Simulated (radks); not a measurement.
Question: The mean radii <r> (bohr) of the occupied orbitals of an atom or ion are listed with their occupations. Method: non-relativistic Kohn-Sham, PBE, spin-polarised, spherical densities, point nucleus; computed with a radial shooting solver on a logarithmic mesh with Libxc functionals.

| orbital | occ. | <r> |
|---|---|---|
| 1s up | 1 | 0.01941 |
| 1s down | 1 | 0.01941 |
| 2s up | 1 | 0.08181 |
| 2s down | 1 | 0.08181 |
| 2p up | 3 | 0.06915 |
| 2p down | 3 | 0.06915 |
| 3s up | 1 | 0.2067 |
| 3s down | 1 | 0.2067 |
| 3p up | 3 | 0.1970 |
| 3p down | 3 | 0.1970 |
| 3d up | 5 | 0.1722 |
| 3d down | 5 | 0.1722 |
| 4s up | 1 | 0.4564 |
| 4s down | 1 | 0.4564 |
| 4p up | 3 | 0.4611 |
| 4p down | 3 | 0.4611 |
| 4d up | 5 | 0.4707 |
| 4d down | 5 | 0.4706 |
| 4f up | 7 | 0.5035 |
| 4f down | 7 | 0.5028 |
| 5s up | 1 | 1.052 |
| 5s down | 1 | 1.049 |
| 5p up | 3 | 1.147 |
| 5p down | 3 | 1.143 |
| 5d up | 5 | 1.578 |
| 5d down | 3 | 1.569 |
| 6s up | 1 | 3.098 |
| 6p up | 1 | 4.213 |

Name the element and its charge. Open shells, if any, are filled with parallel spins first.

Answer: Z = 78, platinum, charge 0: Pt in [Xe] 4f14 5d8 6s1 6p1. The 1s radius gives Z: for a bare nucleus <r> = 1.5/Z, 0.01923 bohr for Z = 78, and screening makes it slightly larger (0.01941 here). The occupations add up to 78, and the charge is Z minus that.
